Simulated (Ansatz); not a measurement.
Ansatz results at the PBE0-D4/def2-TZVP geometry: LUMO energy (B3LYP/def2-TZVPP) -4.06 eV; HOMO energy (PBE0/def2-TZVPP) -9.00 eV; LUMO energy (ωB97M-V/def2-TZVPP) -1.72 eV.

Problem. Which molecule gave them?
A. `CC1=CC(C(F)(F)F)=[O+][Ti-]([OH])([OH])([F])[O]1`
B. `[Cl][Ga-]1([Cl])[O]C=CC=[O+]1`
C. `[CH3][Sn-]1[O]C(C(F)(F)F)=CC(C(F)(F)F)=[O+]1`
D. `FC(F)(F)C1=CC(C(F)(F)F)=[O+][Al-]([F])([Cl])[O]1`

Solution. D. The others give `[Cl][Ga-]1([Cl])[O]C=CC=[O+]1`: -3.00, -8.18, -0.65; `[CH3][Sn-]1[O]C(C(F)(F)F)=CC(C(F)(F)F)=[O+]1`: -3.16, -6.66, -0.85; `CC1=CC(C(F)(F)F)=[O+][Ti-]([OH])([OH])([F])[O]1`: -2.85, -8.05, -0.54.

B3LYP here is the variant with VWN-RPA as its local correlation; programs differ in this.
